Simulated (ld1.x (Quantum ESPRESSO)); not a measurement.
An all-electron radial function and its pseudo partner (Mn (Z = 25))

Columns: radius, all-electron u(r) and pseudo u(r) of the 3p shell (level -55.00 eV) of manganese in the configuration [Ne] 3s2 3p6 3d5 4s1.5 4p0.5; LDA (PZ), non-relativistic, ultrasoft scheme, ld1.x (Quantum ESPRESSO) 7.5.

```json
{"r (bohr)": "0.120", "all-electron": "0.5619", "pseudo": "-0.0541"}
{"r (bohr)": "0.240", "all-electron": "0.3614", "pseudo": "-0.2040"}
{"r (bohr)": "0.360", "all-electron": "-0.2308", "pseudo": "-0.4157"}
{"r (bohr)": "0.480", "all-electron": "-0.7326", "pseudo": "-0.6430"}
{"r (bohr)": "0.600", "all-electron": "-1.0214", "pseudo": "-0.8391"}
{"r (bohr)": "0.720", "all-electron": "-1.1251", "pseudo": "-0.9685"}
{"r (bohr)": "0.840", "all-electron": "-1.1062", "pseudo": "-1.0151"}
{"r (bohr)": "0.960", "all-electron": "-1.0191", "pseudo": "-0.9832"}
{"r (bohr)": "1.080", "all-electron": "-0.9015", "pseudo": "-0.8941"}
{"r (bohr)": "1.200", "all-electron": "-0.7762", "pseudo": "-0.7764"}
{"r (bohr)": "1.320", "all-electron": "-0.6558", "pseudo": "-0.6559"}
{"r (bohr)": "1.440", "all-electron": "-0.5466", "pseudo": "-0.5466"}
{"r (bohr)": "1.560", "all-electron": "-0.4510", "pseudo": "-0.4510"}
{"r (bohr)": "1.680", "all-electron": "-0.3693", "pseudo": "-0.3693"}
{"r (bohr)": "1.800", "all-electron": "-0.3006", "pseudo": "-0.3006"}
{"r (bohr)": "1.920", "all-electron": "-0.2435", "pseudo": "-0.2435"}
{"r (bohr)": "2.040", "all-electron": "-0.1965", "pseudo": "-0.1965"}
{"r (bohr)": "2.160", "all-electron": "-0.1581", "pseudo": "-0.1581"}
{"r (bohr)": "2.280", "all-electron": "-0.1269", "pseudo": "-0.1269"}
{"r (bohr)": "2.400", "all-electron": "-0.1017", "pseudo": "-0.1017"}
{"r (bohr)": "2.520", "all-electron": "-0.0813", "pseudo": "-0.0813"}
{"r (bohr)": "2.640", "all-electron": "-0.0649", "pseudo": "-0.0649"}
{"r (bohr)": "2.760", "all-electron": "-0.0517", "pseudo": "-0.0517"}
{"r (bohr)": "2.880", "all-electron": "-0.0412", "pseudo": "-0.0412"}
{"r (bohr)": "3.000", "all-electron": "-0.0328", "pseudo": "-0.0328"}
{"r (bohr)": "3.120", "all-electron": "-0.0260", "pseudo": "-0.0260"}
```

(1) How many radial nodes do the two functions have?

(2) At about which radius was the pseudo-wave matched?

(3) Is the pseudo-wave norm-conserving?

## Answers

(1) The all-electron 3p function has n − l − 1 = 1; the pseudo-wave has 0, since the states of the same l below it are removed with the core.

(2) 1.40 bohr. The columns agree to 0.0005 from 1.20 bohr on; several derivatives are matched, so the curves merge somewhat inside the radius.

(3) No, it belongs to an ultrasoft set: the norm inside the radius is not constrained, and the difference is carried by the augmentation charge.
